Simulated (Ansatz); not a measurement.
Isolated molecules relaxed with PBE0-D4/def2-TZVP in Ansatz; ΔE leaves out vibrations. CCSD(T)/CBS is the MP2 limit (def2-TZVPP, def2-QZVPP) plus CCSD(T) − MP2 in def2-TZVPP, frozen cores. DFT in def2-TZVPP. B3LYP here is the variant with VWN-RPA as its local correlation; programs differ in this. def2 core potentials past Kr. For In outer-core shells are correlated without core-valence functions, which leaves a few kJ/mol of doubt a bond. One conformer a species, not always the lowest.

Reaction (isomerisation): `[SiH3]O[CH](S)[InH2]` → `[CH3][In]([SH])[SiH2]O`

```
             level  ΔE (kJ/mol)  difference from CCSD(T)/CBS
            PBE-D4       -263.0                          8.6
         r2SCAN-D4       -267.3                          4.3
          B3LYP-D4       -261.7                          9.9
            B2PLYP       -271.7                         -0.1
               PBE       -268.8                          2.8
            r2SCAN       -268.5                          3.1
              PBE0       -274.5                         -2.9
             B3LYP       -271.3                          0.3
     HF/def2-TZVPP       -271.8                         -0.2
SCS-MP2/def2-TZVPP       -268.7                          2.9
   CCSD/def2-TZVPP       -269.3                          2.3
     HF/def2-QZVPP       -271.2                          0.4
    MP2/def2-QZVPP       -280.0                         -8.4
SCS-MP2/def2-QZVPP       -272.0                         -0.4
      HF/CBS(def2)       -271.1                          0.5
    CCSD/CBS(def2)       -275.0                         -3.4
       CCSD(T)/CBS       -271.6                            0
```

Largest T1 diagnostic among the species: 0.014.

From PBE to PBE0 (25 % exact exchange), in def2-TZVPP and without D4, ΔE moves by −5.7 kJ/mol. The D4 term adds +9.6 kJ/mol with B3LYP and +4.6 kJ/mol with PBE0; it sums over pairs of atoms, weighted by their polarisabilities, and B3LYP, whose exchange is more repulsive, gets the larger term.
